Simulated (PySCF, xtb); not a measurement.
In(F) cation (FIn), SMILES [F][In] (connectivity only; charge and spin as stated), charge +1, multiplicity 2.

Harmonic wavenumbers (cm⁻¹) from GFN2-xTB (xtb 6.7.1) at its own minimum, in rising order: 160.

### Question
What does PBE-D3(BJ)/def2-TZVP (PySCF) give at its own minimum? (An estimate is asked for; the answer gives what the named calculation found.)

### Answer
536. Paired by order, the mean absolute difference is 375 cm⁻¹ and the zero-point energies are 0.2 and 0.8 kcal/mol.
